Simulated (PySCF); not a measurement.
C₂H₈N₂, SMILES NCCN (connectivity only; charge and spin as stated), charge +1, multiplicity 2. Atoms are numbered in the order given.

```xyz
12

N      0.1073    -1.8733     0.0000
C     -0.5512    -0.6791     0.0000
C      0.5512     0.6791     0.0000
N     -0.1073     1.8733     0.0000
H      0.4360    -2.2980     0.8621
H      0.4360    -2.2980    -0.8621
H     -1.1377    -0.5121    -0.9123
H     -1.1377    -0.5121     0.9123
H      1.1377     0.5121     0.9123
H      1.1377     0.5121    -0.9123
H     -0.4360     2.2980    -0.8621
H     -0.4360     2.2980     0.8621
```
Charge +1, spin multiplicity 2.

Geometry: PBE0-D3(BJ)/def2-SVP. The spin state was assumed, not searched. Other conformers were not sampled.

Method: PBE/pcH-1 (PySCF).

Unrestricted Kohn–Sham, ⟨S²⟩ = 0.752. Hyperfine tensors hold the contact and dipolar terms, without spin-orbit corrections.

Q: Estimate the hyperfine couplings. (Estimate from the structure and the level; the computed values follow.)

A: 
| nucleus | A(iso) (MHz) | A(iso) (G) | dipolar principal values (MHz) |
|---|---|---|---|
| 14N no. 1 | 10.0 | 3.6 | -18.2, -18.1, 36.2 |
| 13C no. 2 | 15.1 | 5.4 | -17.3, -13.7, 31.0 |
| 13C no. 3 | 15.1 | 5.4 | -17.3, -13.7, 31.0 |
| 14N no. 4 | 10.0 | 3.6 | -18.2, -18.1, 36.2 |
| 1H no. 5 | -24.4 | -8.7 | -21.0, -4.1, 25.0 |
| 1H no. 6 | -24.4 | -8.7 | -21.0, -4.1, 25.0 |
| 1H no. 7 | 32.4 | 11.5 | -6.8, -1.5, 8.3 |
| 1H no. 8 | 32.4 | 11.5 | -6.8, -1.5, 8.3 |
| 1H no. 9 | 32.4 | 11.5 | -6.8, -1.5, 8.3 |
| 1H no. 10 | 32.4 | 11.5 | -6.8, -1.5, 8.3 |
| 1H no. 11 | -24.4 | -8.7 | -21.0, -4.1, 25.0 |
| 1H no. 12 | -24.4 | -8.7 | -21.0, -4.1, 25.0 |
